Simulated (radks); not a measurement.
Results of a calculation; reference values are marked as such.
The silicon ion Si2+ inside a hard spherical wall (all orbitals vanish at R), configuration held at [Ne] 3s2 and not refilled when levels cross. Code: a radial shooting solver on a logarithmic mesh with Libxc functionals. Model: non-relativistic Kohn-Sham, PBE, spin-polarised, spherical densities, point nucleus. Eigenvalues in eV for spin up, with the zero of energy where the potential of the charges vanishes at infinity; a dash marks a level that is unbound or too diffuse for the functional's potential to be trusted. A positive occupied level is held by the wall or, in an anion where self-interaction has pushed it up, behind a barrier. The pressure on the wall is -dE/dV.

R (bohr) = free: E (hartree) -288.32973; kinetic (hartree) 287.939; e(1s) -1803.1; e(2s) -160.14; e(2p) -116.94; e(3s) -28.478; e(3p, empty) -20.516; e(3d, empty) -10.717; pressure (GPa) 0
R (bohr) = 20: E (hartree) -288.32973; kinetic (hartree) 287.939; e(1s) -1803.1; e(2s) -160.14; e(2p) -116.94; e(3s) -28.478; e(3p, empty) -20.516; e(3d, empty) -10.717; pressure (GPa) < 0.0001
R (bohr) = 15: E (hartree) -288.32973; kinetic (hartree) 287.939; e(1s) -1803.1; e(2s) -160.14; e(2p) -116.94; e(3s) -28.478; e(3p, empty) -20.516; e(3d, empty) -10.717; pressure (GPa) < 0.0001
R (bohr) = 12: E (hartree) -288.32973; kinetic (hartree) 287.939; e(1s) -1803.1; e(2s) -160.14; e(2p) -116.94; e(3s) -28.478; e(3p, empty) -20.516; e(3d, empty) -10.717; pressure (GPa) < 0.0001
R (bohr) = 10: E (hartree) -288.32973; kinetic (hartree) 287.939; e(1s) -1803.1; e(2s) -160.14; e(2p) -116.94; e(3s) -28.478; e(3p, empty) -20.516; e(3d, empty) -10.714; pressure (GPa) < 0.0001
R (bohr) = 7: E (hartree) -288.32967; kinetic (hartree) 287.939; e(1s) -1803.1; e(2s) -160.14; e(2p) -116.94; e(3s) -28.474; e(3p, empty) -20.507; e(3d, empty) -10.575; pressure (GPa) 0.00670
R (bohr) = 6: E (hartree) -288.32910; kinetic (hartree) 287.947; e(1s) -1803.1; e(2s) -160.11; e(2p) -116.90; e(3s) -28.450; e(3p, empty) -20.451; e(3d, empty) -10.261; pressure (GPa) 0.0962
R (bohr) = 5: E (hartree) -288.32359; kinetic (hartree) 287.999; e(1s) -1802.8; e(2s) -159.90; e(2p) -116.70; e(3s) -28.269; e(3p, empty) -20.119; e(3d, empty) -9.308; pressure (GPa) 1.26
R (bohr) = 3.5: E (hartree) -288.19098; kinetic (hartree) 288.753; e(1s) -1800.2; e(2s) -157.58; e(2p) -114.36; e(3s) -25.397; e(3p, empty) -16.030; e(3d, empty) -3.110; pressure (GPa) 52.3
R (bohr) = 3: E (hartree) -287.96057; kinetic (hartree) 289.717; e(1s) -1797.4; e(2s) -155.24; e(2p) -112.00; e(3s) -21.242; e(3p, empty) -10.832; e(3d, empty) 2.887; pressure (GPa) 187
